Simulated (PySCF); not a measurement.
# Partial charges of `ClC(Cl)(Cl)C1COBOC1`

Compound: C4H6BCl3O2.
Z-matrix (Å and degrees, PBE0-D3(BJ)/def2-SVP geometry), rows numbered from 1:
```
Cl
C   1  1.7833
Cl  2  1.7821  1  108.07
Cl  2  1.7852  1  108.48  3  -117.46
C   2  1.5248  1  110.10  3   120.46
C   5  1.5283  2  113.02  1  -176.83
O   6  1.4064  5  111.11  2  -178.96
B   7  1.3581  6  120.87  5    28.39
O   8  1.3574  7  122.39  6    -1.28
C   9  1.4060  8  121.27  7     0.48
H   5  1.1042  2  105.10  1   -58.95
H   6  1.0986  5  110.42  2    61.08
H   6  1.1033  5  109.67  2   -57.44
H   8  1.2033  7  118.83  6   179.29
H  10  1.1031  5  109.76  2    56.70
H  10  1.0990  5  110.37  2   -61.86
```

Density: PBE0/pcSseg-1 (PySCF); schemes: Mulliken, IAO, Hirshfeld and ESP-fitted. Geometry: PBE0-D3(BJ)/def2-SVP, one conformer, isolated molecule.

Question: For which atoms does the sign change between the 4 schemes (beyond +0.03 e in one, beyond −0.03 e in another)?

Answer: Cl1, C2, Cl3, Cl4, C6 and C10.

Question: At which atom do the 4 schemes differ most?

Answer: At C2: from -0.760 (ESP-fitted) to +0.107 e (Hirshfeld), 0.867 e apart.

Question: Tabulate the Mulliken, IAO, Hirshfeld and ESP-fitted charges.

Answer: In e:

| atom | environment | Mulliken | IAO | Hirshfeld | ESP-fitted |
| --- | --- | --- | --- | --- | --- |
| Cl1 | chlorine of a CCl3 group | +0.056 | -0.033 | -0.012 | +0.144 |
| C2 | CCl3 carbon | -0.366 | +0.030 | +0.107 | -0.760 |
| Cl3 | chlorine of a CCl3 group | +0.056 | -0.032 | -0.011 | +0.145 |
| Cl4 | chlorine of a CCl3 group | +0.048 | -0.037 | -0.007 | +0.133 |
| C5 | sp3 CH carbon | -0.355 | -0.154 | -0.060 | -0.242 |
| C6 | sp3 carbon bound to oxygen | +0.198 | -0.057 | -0.001 | +0.503 |
| O7 | boron-bound oxygen | -0.497 | -0.393 | -0.174 | -0.610 |
| B8 | three-coordinate boron | +0.478 | +0.354 | +0.210 | +0.697 |
| O9 | boron-bound oxygen | -0.498 | -0.392 | -0.174 | -0.608 |
| C10 | sp3 carbon bound to oxygen | +0.199 | -0.057 | -0.001 | +0.487 |
| H11 | methine hydrogen | +0.168 | +0.164 | +0.042 | +0.217 |
| H12 | methylene hydrogen | +0.143 | +0.160 | +0.036 | +0.006 |
| H13 | methylene hydrogen | +0.124 | +0.141 | +0.032 | +0.008 |
| H14 | B–H hydrogen | -0.022 | +0.003 | -0.056 | -0.142 |
| H15 | methylene hydrogen | +0.125 | +0.142 | +0.031 | +0.014 |
| H16 | methylene hydrogen | +0.142 | +0.160 | +0.037 | +0.008 |

Mean size of the charges over all atoms: ESP-fitted 0.295 e, Mulliken 0.217 e, IAO 0.144 e, Hirshfeld 0.062 e. Each set sums to the total charge, 0, to within 0.001 e. The IAO scheme projects the occupied orbitals on a minimal set of polarised atomic orbitals and counts the electrons in each atom's part of it. The Mulliken scheme counts on each atom the diagonal of the density matrix times the overlap matrix over that atom's basis functions.

Question: How many electrons does the Mulliken scheme count on C5?

Answer: Z − q = 6 − (-0.355) = 6.355.

Question: Sum the charges by element, for elements with more than one atom.

Answer: 
| element | atoms | Mulliken | IAO | Hirshfeld | ESP-fitted |
| --- | --- | --- | --- | --- | --- |
| Cl | 3 | +0.160 | -0.102 | -0.030 | +0.422 |
| C | 4 | -0.324 | -0.237 | +0.046 | -0.012 |
| O | 2 | -0.994 | -0.785 | -0.349 | -1.217 |
| H | 6 | +0.681 | +0.771 | +0.122 | +0.112 |
